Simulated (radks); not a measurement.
Values are calculated unless marked as measured or tabulated.
Spherical quantum dot in the effective-mass picture: electrons in a parabolic well V = omega^2 r^2 / 2 with omega = 2.38, with a point charge +2 (a donor) at the centre, all in effective atomic units (hartree* = m*/eps^2 hartree, bohr* = eps/m* bohr), one dielectric constant everywhere. Level of theory: non-relativistic Kohn-Sham, PBE, spin-polarised, spherical densities (a radial shooting solver with Libxc functionals). Levels are named by radial order and angular momentum (1s, 1p, 1d, 2s, ...), and open shells are averaged over m. Each electron was tried in the lowest free levels, single moves between levels near the top were tried too, and the lowest total energy was kept; such a search can miss a lower state. At N = 1 the Hartree and exchange-correlation terms need not cancel, so that row can carry a self-interaction error.

| N | open shells | 2S | mu = E(N) - E(N-1) (hartree*) | addition energy mu(N+1) - mu(N) (hartree*) | e(HOMO) (hartree*) | rms radius (bohr*) |
|---|---|---|---|---|---|---|
| 1 | 1s(up 1, down 0) | 1 | -0.70528 | 1.649 | -0.072582 | 0.5867 |
| 2 | none | 0 | 0.94387 | 4.643 | 1.5202 | 0.6252 |
| 3 | 1p(up 1, down 0) | 1 | 5.5865 | 0.7980 | 5.9780 | 0.7724 |
| 4 | 1p(up 2, down 0) | 2 | 6.3845 | 0.8212 | 6.7942 | 0.8468 |
| 5 | 1p(up 3, down 0) | 3 | 7.2058 | 1.086 | 7.6168 | 0.8969 |
| 6 | 1p(up 3, down 1) | 2 | 8.2921 | 0.7371 | 8.6548 | 0.9377 |
| 7 | 1p(up 3, down 2) | 1 | 9.0291 | 0.7564 | 9.4063 | 0.9710 |
| 8 | none | 0 | 9.7855 | 2.051 | 10.165 | 0.9998 |
| 9 | 2s(up 1, down 0) | 1 | 11.837 | 0.7689 | 12.174 | 1.043 |
| 10 | none | 0 | 12.606 | 1.349 | 12.940 | 1.080 |
| 11 | 1d(up 1, down 0) | 1 | 13.954 | 0.6291 | 14.269 | 1.115 |
| 12 | 1d(up 2, down 0) | 2 | 14.583 | 0.6279 | 14.898 | 1.145 |
| 13 | 1d(up 3, down 0) | 3 | 15.211 | 0.6247 | 15.524 | 1.172 |
| 14 | 1d(up 4, down 0) | 4 | 15.836 | 0.6206 | 16.147 | 1.196 |
| 15 | 1d(up 5, down 0) | 5 | 16.457 | 0.7896 | 16.765 | 1.219 |
| 16 | 1d(up 5, down 1) | 4 | 17.246 | 0.5899 | 17.541 | 1.240 |
| 17 | 1d(up 5, down 2) | 3 | 17.836 | 0.5895 | 18.131 | 1.260 |
| 18 | 1d(up 5, down 3) | 2 | 18.426 | 0.5874 | 18.720 | 1.279 |
| 19 | 1d(up 5, down 4) | 1 | 19.013 | 0.5844 | 19.306 | 1.297 |
| 20 | none | 0 | 19.597 | 2.252 | 19.888 | 1.314 |
| 21 | 1f(up 1, down 0) | 1 | 21.849 | 0.5300 | 22.114 | 1.336 |
| 22 | 1f(up 2, down 0) | 2 | 22.379 | 0.5285 | 22.644 | 1.357 |
| 23 | 1f(up 3, down 0) | 3 | 22.908 | 0.5266 | 23.171 | 1.377 |
| 24 | 1f(up 4, down 0) | 4 | 23.434 | 0.5244 | 23.697 | 1.396 |
| 25 | 1f(up 5, down 0) | 5 | 23.959 | 0.5220 | 24.220 | 1.413 |
| 26 | 1f(up 6, down 0) | 6 | 24.481 | 0.5194 | 24.741 | 1.430 |
| 27 | 1f(up 7, down 0) | 7 | 25.000 | 0.5746 | 25.259 | 1.446 |
| 28 | 1f(up 7, down 0) 2p(up 1, down 0) | 8 | 25.575 | 0.5265 | 25.838 | 1.462 |
| 29 | 1f(up 7, down 0) 2p(up 2, down 0) | 9 | 26.101 | 0.5260 | 26.364 | 1.477 |
| 30 | 1f(up 7, down 0) 2p(up 3, down 0) | 10 | 26.627 | 0.5855 | 26.890 | 1.491 |
| 31 | 1f(up 7, down 1) 2p(up 3, down 0) | 9 | 27.213 | - | 27.459 | 1.505 |

All shells are closed at N = 2, 8, 10, 20 (there: 1s2 1p6 1d10 2s2); the second difference of the energy has clear peaks (12 % above both neighbours; the first and last values, which can be the largest, are not judged, and half-filled shells can peak too) at N = 2, 5, 8, 10, 15, 20.
